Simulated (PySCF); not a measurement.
# One molecule, several mistakes: BClGeH5Si cation

These are calculations, not measurements. The program is PySCF 2.14.0, an open-source quantum chemistry code, run on an isolated molecule that a program drew, which may never have been made. The molecule is BClGeH5Si cation (charge +1, singlet), drawn as the SMILES string `[SiH3][GeH+][BH]Cl`.

Each row is a Hartree-Fock (HF) and frozen-core CCSD(T) single point in the cc-pV(D+d)Z basis, meant for a local HF minimum. Run 1 is clean. Each other run has one planted mistake out of seven kinds, and not every kind appears here: one electron removed, one electron added, multiplicity raised by two, geometry at a saddle point, minimal basis STO-3G, one bond length entered in bohr, all coordinates scaled. The reference is restricted for singlets and unrestricted otherwise, and also for a bond in bohr. Adding or removing an electron swaps singlet and doublet. Electrons count all cores. HOMO and LUMO are orbital energies over both spins, the gradient is its largest component, and the lowest frequency (negative if imaginary) is given only where the gradient is small. Bond lengths are over the 8 bonds as drawn. T1 is the CCSD diagnostic: over 0.02 (restricted) or 0.045 (unrestricted) a single reference is doubtful. Germanium has the cc-pVDZ-PP basis, with a core potential (ECP10MDF) in place of its 10 inner electrons, and its 3s, 3p and 3d shells are frozen in CCSD(T).

Geometry of the clean run:
```xyz
9
BClGeH5Si cation, angstrom
Si    0.6754   -2.3607    1.4809
Ge    0.5193    0.0921    1.4507
B    -0.7694    1.3482    0.3686
Cl   -0.2250    1.7663   -1.2140
H    -0.3912   -2.8450    0.5967
H     2.0374   -2.6133    0.9881
H     0.4803   -2.6841    2.9021
H     1.5464    0.8450    2.2962
H    -1.7965    1.7305    0.8221
```

```
run  electrons  basis functions  <S^2>  HOMO (eV)  LUMO (eV)  gradient (hartree/bohr)  lowest frequency (cm^-1)  mean bond (Å)  longest bond (Å)      T1  HF (hartree)  CCSD(T) (hartree)                          mistake
  1         72              108  0.000     -15.43      -5.46                  5.4e-06                        35         1.6757             2.458  0.0161   -1069.16932        -1069.63379                         no fault
  2         73              108  0.768      -7.21       1.52                  3.8e-02                         -         1.6757             2.458  0.0149   -1069.40134        -1069.87926               one electron added
  3         72              108  0.970     -14.86      -5.58                  1.6e-02                         -         1.8676             3.260  0.0242   -1069.03528        -1069.46426  one bond length entered in bohr
  4         71              108  0.788     -21.27     -13.58                  5.7e-02                         -         1.6757             2.458  0.0232   -1068.63528        -1069.09203             one electron removed
  5         72              108  2.035     -13.00      -7.83                  4.8e-02                         -         1.6757             2.458  0.0269   -1069.07468        -1069.54067                                ?
  6         72              108  0.000     -15.63      -5.41                  1.3e-01                         -         1.5199             2.229  0.0147   -1069.08601        -1069.54755                                ?
```

**Which mistake was planted in run 5, and what did it cost?**

Electrons, basis and geometry are unchanged, and <S^2> is 2.035, beside S(S+1) = 2.00 for a multiplicity of 3. So the mistake is: multiplicity raised by two. Subtracting run 1 and multiplying by 627.51 kcal/mol a hartree, the energy moved by 59.4 kcal/mol in HF and 58.4 kcal/mol in CCSD(T).

**Which mistake was planted in run 6, and what did it cost?**

The mean and the longest bond both change by the same factor, 0.907, and the gradient is no longer small. So the mistake is: all coordinates scaled. Subtracting run 1 and multiplying by 627.51 kcal/mol a hartree, the energy moved by 52.3 kcal/mol in HF and 54.1 kcal/mol in CCSD(T).

